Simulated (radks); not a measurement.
The numbers below are computed, except where a source is named.
Question: All-electron atom: Eu XXXIX in [Ar] 3d7. Level of theory: Dirac Kohn-Sham, PBE, spin-unpolarised, spherical densities, point nucleus; open shells are shared between the two j in proportion to 2j + 1 (a radial shooting solver on a logarithmic mesh with Libxc functionals). Some entries of the table are withheld. Estimate them.

orbital,occ.,eigenvalue (hartree),<r^2> (bohr^2)
1s1/2,2,-1843.289,0.0006789
2s1/2,2,-357.2559,(1)
2p1/2,2,-342.7479,0.007648
2p3/2,4,-318.7350,0.008860
3s1/2,2,-123.6784,0.06585
3p1/2,2,-117.6724,(2)
3p3/2,4,-112.3054,(3)
3d3/2,2.8,-102.4659,0.05153
3d5/2,4.2,-101.2503,0.05313
4s1/2,0,-61.24736,(4)
4p1/2,0,-58.71991,(5)
4p3/2,0,-56.88062,(6)

Answer: 
(1) 2s1/2 <r^2> (bohr^2): 0.01053
(2) 3p1/2 <r^2> (bohr^2): 0.06068
(3) 3p3/2 <r^2> (bohr^2): 0.06660
(4) 4s1/2 <r^2> (bohr^2): 0.2509
(5) 4p1/2 <r^2> (bohr^2): 0.2481
(6) 4p3/2 <r^2> (bohr^2): 0.2646
